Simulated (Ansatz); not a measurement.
Consider the redistribution: `[Cl][GeH2][SeH]` + `CN([SiH2]Cl)[SiH](O)F` → `C[N]([SiH2]Cl)[GeH2][Cl]` + `O[SiH](F)[SeH]`.

Gas-phase electronic energies from Ansatz, PBE0-D4/def2-TZVP geometries. CBS: MP2 limit from def2 TZ/QZ plus the TZ coupled-cluster correction, frozen cores. DFT in def2-TZVPP. For Ge, Se outer-core shells are correlated without core-valence functions, which leaves a few kJ/mol of doubt a bond. Scalar relativity is left out up to krypton. One conformer a species, not always the lowest.

`[Cl][GeH2][SeH]`:

Z-matrix (Å, degrees):
```
Ge
Se 1 2.348
Cl 1 2.148 2 104.6
H 1 1.534 2 112.1 3 -116.2
H 1 1.534 2 112.2 3 116.2
H 2 1.471 1 91.7 3 179.5
```

`CN([SiH2]Cl)[SiH](O)F`:

Cartesian coordinates in Å:
```
C -0.848 0.118 -1.541
N -0.041 -0.067 -0.331
Si 1.432 0.795 -0.156
Cl 1.205 2.399 1.142
Si -0.653 -1.054 0.929
O 0.140 -0.718 2.310
F -0.383 -2.598 0.668
H -0.515 -0.534 -2.353
H -1.898 -0.110 -1.337
H -0.805 1.152 -1.891
H 2.498 -0.039 0.432
H 1.804 1.361 -1.471
H -2.121 -0.900 0.998
H 0.185 0.195 2.601
```

`C[N]([SiH2]Cl)[GeH2][Cl]`:

Cartesian coordinates in Å:
```
C -0.174 -0.086 1.516
N -0.083 -0.008 0.059
Si -0.919 -1.139 -0.903
Cl -0.026 -3.003 -0.910
Ge 1.096 1.212 -0.621
Cl 0.326 3.181 -0.177
H 0.716 -0.542 1.961
H -0.310 0.908 1.952
H -1.038 -0.689 1.810
H -2.277 -1.360 -0.357
H -0.919 -0.655 -2.300
H 2.440 1.128 0.111
H 1.167 1.053 -2.140
```

`O[SiH](F)[SeH]`:

```xyz
7

O    -1.198    0.401    0.772
Si    0.330   -0.066    0.473
F     0.689   -1.420    1.232
Se    0.679   -0.582   -1.706
H    -1.909   -0.093    0.358
H     1.188    1.009    0.997
H     0.222    0.750   -2.126
```

Q: Is it downhill or uphill in electronic energy at CCSD(T)/CBS, and by how much? (An estimate is asked.)

A: The calculation gave: Uphill: ΔE = +8.8 kcal/mol.

Q: What do these levels give: PBE-D4, PBE0-D4, ωB97M-V, HF/def2-TZVPP, CCSD/def2-TZVPP, HF/def2-QZVPP? (Estimate.)

A: The calculation gave: PBE-D4 9.0, PBE0-D4 9.8, ωB97M-V 10.2, HF/def2-TZVPP 11.1, CCSD/def2-TZVPP 9.4, HF/def2-QZVPP 11.3 kcal/mol.

Largest T1 diagnostic among the species: 0.011.

In def2-TZVPP, CCSD(T) changes the Hartree–Fock value by −2.2 kcal/mol (the triples alone add −0.4 kcal/mol) and MP2 by −2.8 kcal/mol. From PBE to PBE0 (25 % exact exchange), in def2-TZVPP and without D4, ΔE moves by +0.8 kcal/mol.
